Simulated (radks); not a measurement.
Zn+, 29 electrons, occupied as [Ar] 3d9 4s2 (not the ground configuration).

Calculated with a radial shooting solver on a logarithmic mesh with Libxc functionals: Dirac Kohn-Sham, PBE, spin-unpolarised, spherical densities, point nucleus; open shells fill j = l - 1/2 first.

Energy parts (hartree):
total: -1795.43198
kinetic: 1828.88228
electron-nucleus: -4314.35064
Hartree: 761.03685
exchange-correlation: -71.00047

Orbitals (lengths in bohr, moments of r in powers of bohr):
| orbital | occ. | eigenvalue (hartree) | <r> |
|---|---|---|---|
| 1s1/2 | 2 | -350.6071 | 0.05031 |
| 2s1/2 | 2 | -43.21332 | 0.2260 |
| 2p1/2 | 2 | -38.13078 | 0.1959 |
| 2p3/2 | 4 | -37.25375 | 0.1993 |
| 3s1/2 | 2 | -5.37679 | 0.6775 |
| 3p1/2 | 2 | -3.76376 | 0.7001 |
| 3p3/2 | 4 | -3.64944 | 0.7105 |
| 3d3/2 | 4 | -0.97499 | 0.8396 |
| 3d5/2 | 5 | -0.96076 | 0.8455 |
| 4s1/2 | 2 | -0.58394 | 2.277 |

The highest occupied level is 4s1/2 at -15.890 eV. Summed over all electrons, <r^2> = 25.25 bohr^2, which gives a Langevin (diamagnetic) susceptibility term of -20 x 10^-6 cm^3/mol. The density falls to 0.001 e/bohr^3 at r = 3.80 bohr.
